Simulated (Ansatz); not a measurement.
Reaction (formal exchange of groups at a C–O bond): `NC(O)O` + GeH₄ → `N[CH](O)[GeH3]` + H₂O

Gas-phase electronic energies from Ansatz, PBE0-D4/def2-TZVP geometries. CBS: MP2 limit from def2 TZ/QZ plus the TZ coupled-cluster correction, frozen cores. This one scheme is used for every species. DFT in def2-TZVPP. For Ge outer-core shells are correlated without core-valence functions, which leaves a few kJ/mol of doubt a bond. Scalar relativity is left out up to krypton. Each species was taken in one conformer, which may not be the lowest.

Is it downhill or uphill in electronic energy at CCSD(T)/CBS, and by how much? (Estimate.)

The calculation gave: Uphill: ΔE = +4.4 kcal/mol.

What do these levels give: PBE0-D4, ωB97X-V, PBE, CCSD/def2-TZVPP, HF/CBS(def2), MP2/CBS(def2)? (Best estimate.)

The calculation gave: PBE0-D4 6.9, ωB97X-V 8.2, PBE 6.8, CCSD/def2-TZVPP 6.9, HF/CBS(def2) 11.9, MP2/CBS(def2) 2.9 kcal/mol.

Largest T1 diagnostic among the species: 0.012.

From PBE to PBE0 (25 % exact exchange), in def2-TZVPP and without D4, ΔE moves by +0.9 kcal/mol. In def2-TZVPP, CCSD(T) changes the Hartree–Fock value by −5.7 kcal/mol (the triples alone add −0.5 kcal/mol) and MP2 by −7.2 kcal/mol. The D4 term adds −1.5 kcal/mol with B3LYP and −0.9 kcal/mol with PBE0; it sums over pairs of atoms, weighted by their polarisabilities, and B3LYP, whose exchange is more repulsive, gets the larger term.

B3LYP here is the variant with VWN-RPA as its local correlation; programs differ in this.
